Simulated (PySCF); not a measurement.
## Os⁵⁰⁺ (osmium, charge +50) across methods

[Ar] 3d8, high-spin 3F determinant. All numbers are calculated (PySCF 2.14, no relativity, point nucleus, in an even-tempered Gaussian basis (16 s from 12 bohr⁻², ratio 2.5; 11 p from 15 bohr⁻², ratio 2.5; 7 d from 15 bohr⁻², ratio 2.5; 4 f from 62 bohr⁻², ratio 2.7; 3 g from 93 bohr⁻², ratio 2.7)).

| method | E (hartree) | mean ε 3p β (eV) | mean ε 3d α (eV) | mean ε 3d β (eV) | Σ⟨r²⟩ (bohr²) | ⟨S²⟩ |
| --- | --- | --- | --- | --- | --- | --- |
| PBE0 | -14322.13 | -4949.4 | -4620.0 | -4608.5 | 0.6828 | 2.000 |
| PBE | -14321.81 | -4929.7 | -4601.1 | -4590.6 | 0.6829 | 2.000 |
| r2SCAN0 | -14322.93 | -4955.6 | -4625.2 | -4613.9 | 0.6825 | 2.000 |
| TPSSh | -14322.39 | -4939.2 | -4608.6 | -4597.8 | 0.6829 | 2.000 |
| r2SCAN | -14322.87 | -4938.1 | -4608.1 | -4597.8 | 0.6826 | 2.000 |
| LDA | -14313.15 | -4928.3 | -4600.2 | -4588.7 | 0.6833 | 2.000 |

Question: Estimate the same row for UHF.

Answer: E (hartree) = -14321.63533; mean ε 3p β (eV) = -5006.2; mean ε 3d α (eV) = -4674.8; mean ε 3d β (eV) = -4660.2; Σ⟨r²⟩ (bohr²) = 0.6824; ⟨S²⟩ = 2.000.

A non-relativistic calculation at this Z misses sizeable relativistic shifts. Spin-orbit coupling is strong in this species (close to jj coupling), so the high-spin LS determinant is a model state, not a physical level.
